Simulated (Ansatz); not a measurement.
```yaml
crystal:
  periodic: [false, false, false]
  atoms:
    - {symbol: C, position_ang: [-0.966244, 1.728616, 0.178395]}
    - {symbol: Al, position_ang: [-0.869716, -0.081554, -0.554803]}
    - {symbol: Si, position_ang: [1.271053, -1.037063, -1.125957]}
    - {symbol: Sb, position_ang: [0.921257, -1.868300, 1.337744]}
    - {symbol: H, position_ang: [-1.745708, 1.815273, 0.939663]}
    - {symbol: H, position_ang: [-0.017659, 2.039874, 0.622206]}
    - {symbol: H, position_ang: [-1.205884, 2.441192, -0.617967]}
    - {symbol: H, position_ang: [-2.127200, -0.985351, -0.915215]}
    - {symbol: H, position_ang: [1.438323, -2.271637, -1.938690]}
    - {symbol: H, position_ang: [2.558827, -0.293374, -1.092925]}
    - {symbol: H, position_ang: [-0.692647, -1.162777, 1.266491]}
    - {symbol: H, position_ang: [1.512698, -0.380000, 1.935157]}
basis:
  gaussian: {orbitals: def2-TZVPD, final_grid: {core_spheres: 1, valence_spheres: 1, degree: 3}}
hamiltonian: {xc: {name: r2SCAN}}
```

```sh
$ ansatz run in.yaml --threads 4 --pin off --events-out ev --progress --plain --max-ram 10444MiB
```

It prints (some lines left out):

```
Functional definition: r2SCAN
1534 factors; their error is unknown
mean field evaluation 1: about -22172.0240 eV, gradient 6.0e1 eV
mean field evaluation 2: about -22148.7893 eV, gradient 9.4e1 eV
mean field evaluation 4: about -22180.5394 eV, gradient 1.0e1 eV
mean field evaluation 16: about -22360.8649 eV, gradient 1.4e2 eV
mean field evaluation 32: about -22514.6127 eV, gradient 9.4e-3 eV
a density is far from that of the atoms, so the factors are made again for it
2540 factors; integrals over basis functions are off by at most 3.0e-4 eV
mean field evaluation 160: about -22514.5847 eV, gradient 7.2e-2 eV
mean field -22514.58480329 eV, -827.3957305873 hartree, gradient 2.7e-5 eV, S^2 0.000000; 0 other end points of the search recorded, 0 dependent functions left out
reference -22514.58480735 eV, -827.3957307366 hartree; 32, 32 occupied and 219, 219 virtual orbitals, 2540 factors
Total energy: -22514.58480735 eV, -827.3957307366 hartree
```

In this input the integration grid is far too coarse. The calculation finished and met its thresholds. The result belongs to that input, not to the molecule as meant.
